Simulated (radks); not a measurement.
Spherical jellium clusters: N electrons in a uniform positive sphere of charge N and radius rs N^(1/3), rs = 3.07 bohr. Calculated with a radial shooting solver with Libxc functionals: non-relativistic Kohn-Sham, LDA (Slater exchange, Perdew-Wang correlation), spin-polarised, spherical densities. Levels are named by radial order and angular momentum (1s, 1p, 1d, 2s, ...), and open shells are averaged over m. Each electron was tried in the lowest free levels, single moves between levels near the top were tried too, and the lowest total energy was kept; such a search can miss a lower state. Energies include the self-energy of the background; IP and EA are vertical (highest electron removed, lowest free level filled), at fixed background; spill-out counts the electrons outside the background radius R, and alpha is the static dipole polarisability from linear response (closed shells only). A dash means not computed or, for alpha, an open shell; in EA it means that no bound solution was reached, which is typical of self-interaction and does not show that the anion is unstable. Real open-shell clusters deform, which this model forbids.

N,open shells,2S,E/N (eV),E(N+1) + E(N-1) - 2E(N) (eV),-e(HOMO) (eV),spill-out (e)
1,"1s(up 1, down 0)",1,-0.889,-,3.521,0.48
2,none,0,-1.520,1.669,3.912,0.68
3,"1p(up 1, down 0)",1,-1.174,-0.831,2.306,1.04
4,"1p(up 2, down 0)",2,-1.208,-0.661,3.029,1.26
5,"1p(up 3, down 0)",3,-1.361,0.332,3.514,1.41
6,"1p(up 3, down 1)",2,-1.408,-0.535,3.201,1.58
7,"1p(up 3, down 2)",1,-1.518,-0.400,3.623,1.71
8,none,0,-1.650,1.892,3.931,1.82
9,"1d(up 1, down 0)",1,-1.542,-0.369,2.159,2.04
10,"1d(up 2, down 0)",2,-1.493,-0.330,2.537,2.22
11,"1d(up 3, down 0)",3,-1.483,-0.291,2.845,2.36
12,"1d(up 4, down 0)",4,-1.499,-0.256,3.101,2.49
13,"1d(up 5, down 0)",5,-1.532,0.422,3.318,2.60
14,"1d(up 5, down 1)",4,-1.530,-0.264,2.920,2.73
15,"1d(up 5, down 2)",3,-1.546,-0.230,3.160,2.84
16,"1d(up 5, down 3)",2,-1.575,-0.202,3.363,2.94
17,"1d(up 5, down 4)",1,-1.612,-0.178,3.537,3.03
18,none,0,-1.654,0.255,3.690,3.12
19,"2s(up 1, down 0)",1,-1.679,0.215,3.441,3.32
20,none,0,-1.691,0.922,3.288,3.54
21,"1f(up 1, down 0)",1,-1.658,-0.186,2.424,3.66
22,"1f(up 2, down 0)",2,-1.636,-0.173,2.601,3.77
23,"1f(up 3, down 0)",3,-1.623,-0.160,2.760,3.87
24,"1f(up 4, down 0)",4,-1.618,-0.149,2.904,3.97
25,"1f(up 5, down 0)",5,-1.620,-0.138,3.035,4.05
26,"1f(up 6, down 0)",6,-1.627,-,3.155,4.13

All shells are closed at N = 2, 8, 18, 20 (there: 1s2 1p6 1d10 2s2); the second difference of the energy has clear peaks (12 % above both neighbours; the first and last values, which can be the largest, are not judged, and half-filled shells can peak too) at N = 5, 8, 13, 18, 20.
